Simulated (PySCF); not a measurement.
## Mayer bond orders and bond lengths

Species: CH₉FSi₄.
Numbering: `[CH3:1][Si@@H:2]1[SiH2:3][SiH2:4][Si@H:5]1[F:6]` (hydrogens: H7, H8, H9 on C1; H10 on Si2; H11, H12 on Si3; H13, H14 on Si4; H15 on Si5)

Cartesian coordinates in Å at the GFN2-xTB level; atoms count from 1:
```xyz
15
CH9FSi4 angstrom
C      2.394    0.238    0.031
Si     0.825   -0.844    0.055
Si    -0.683   -0.226   -1.674
Si    -2.139    0.723   -0.073
Si    -0.752   -0.092    1.646
F     -1.472   -1.408    2.294
H      3.003    0.102    0.920
H      2.135    1.291   -0.033
H      3.016    0.004   -0.827
H      1.326   -2.232    0.129
H     -1.254   -1.329   -2.460
H     -0.165    0.674   -2.716
H     -2.241    2.190   -0.112
H     -3.543    0.294   -0.092
H     -0.455    0.623    2.889
```

Bond orders from the PBE0/pcSseg-1 density (PySCF). Geometry: GFN2-xTB, one conformer, isolated molecule.

Q: How far do the computed orders between heavy atoms stray from the drawn ones?

A: The largest departure is 0.151, at Si2–Si3 (drawn single, 0.849). Drawn single, order below 0.88: Si2–Si3 (0.849), Si3–Si4 (0.856), Si4–Si5 (0.860), Si5–F6 (0.866) and Si5–Si2 (0.859).

Q: Give the Mayer order of every bond, beside its length.

A: 
```csv
bond,drawn as,length (Å),Mayer order
C1–Si2,single,1.907,0.919
Si2–Si3,single,2.376,0.849
Si3–Si4,single,2.363,0.856
Si4–Si5,single,2.354,0.860
Si5–F6,single,1.634,0.866
Si5–Si2,single,2.363,0.859
C1–H7,single,1.086,0.957
C1–H8,single,1.086,0.958
C1–H9,single,1.086,0.957
Si2–H10,single,1.477,0.944
Si3–H11,single,1.470,0.928
Si3–H12,single,1.471,0.933
Si4–H13,single,1.472,0.910
Si4–H14,single,1.468,0.941
Si5–H15,single,1.465,0.918
```

Q: Sum the orders of all bonds at each heavy atom with more than one neighbour and set the sums beside the valence in the SMILES.

A: C1 3.791 (drawn 4), Si2 3.571 (drawn 4), Si3 3.566 (drawn 4), Si4 3.567 (drawn 4), Si5 3.503 (drawn 4). Orders between atoms that aren't bonded are not in these sums.

The Mayer order sums products of elements of PS (density times overlap matrix) between the two atoms' basis functions, so it depends on the basis set.

These values come from a run that also computed NMR shieldings. The run took 21 s of wall time on one thread, x86-64 server (shared host).
